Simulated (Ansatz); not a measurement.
Ti, charge +1, quartet (a state made from the parent by changing its charge; the spin is typed, not shown lowest); PBE/6-31G (Ansatz, a program for electronic structure).

The Ansatz input:
Ansatz 0.2 input:
```yaml
crystal:
  periodic: [false, false, false]
  atoms:
    - {symbol: Ti, position_ang: [0.00000000, 0.00000000, 0.00000000]}
basis:
  gaussian:
    orbitals: 6-31G
hamiltonian:
  xc: pbe
total_charge: 1
magnetization: {spin_polarized: true, initial_magnetization: 3}
```

Problem. What does Ansatz print? Leave out banner, timings and long lists.

Solution. 
```
Functional definition: PBE
186 factors; integrals over basis functions are off by at most 8.1e-5 eV
mean field evaluation 1: about -23090.6516 eV, gradient 3.3e1 eV
mean field evaluation 2: about -23064.0939 eV, gradient 5.2e1 eV
mean field evaluation 4: about -23095.5189 eV, gradient 1.0e1 eV
mean field evaluation 8: about -23095.5957 eV, gradient 1.2e1 eV
mean field evaluation 16: about -23096.9955 eV, gradient 5.4e-3 eV
mean field evaluation 32: about -23097.0345 eV, gradient 1.5e-3 eV
mean field evaluation 64: about -23096.9394 eV, gradient 2.0e0 eV
mean field evaluation 96: about -23096.9723 eV, gradient 7.9e-7 eV
mean field evaluation 128: about -23096.9915 eV, gradient 6.4e-1 eV
mean field evaluation 160: about -23097.0302 eV, gradient 3.3e-5 eV
mean field evaluation 192: about -23097.0188 eV, gradient 1.0e0 eV
mean field evaluation 224: about -23096.9842 eV, gradient 1.0e0 eV
mean field evaluation 256: about -23097.0156 eV, gradient 8.3e-1 eV
mean field -23097.03453427 eV, -848.8003634020 hartree, gradient 7.6e-6 eV, S^2 3.750034; 15 other end points of the search recorded, 0 dependent functions left out
reference -23097.03457795 eV, -848.8003650073 hartree; 12, 9 occupied and 17, 20 virtual orbitals, 186 factors
Total energy: -23097.03457795 eV, -848.8003650073 hartree
```
